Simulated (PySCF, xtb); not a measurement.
H₃MgNS, SMILES [Mg]([SH])[NH2].

GFN2-xTB (xtb) at its own geometry gives an orbital gap of 1.93 eV and a dipole moment of 3.80 D.

Geometry optimised at B3LYP-D3(BJ)/def2-TZVP. Other conformers were not sampled.

Question: What does ωB97X/def2-TZVPD (PySCF) give? (The exact figures need the calculation; the answer reports its results.)

Answer: gap 9.50 eV (levels -9.08 and 0.42 eV), dipole 1.92 D.
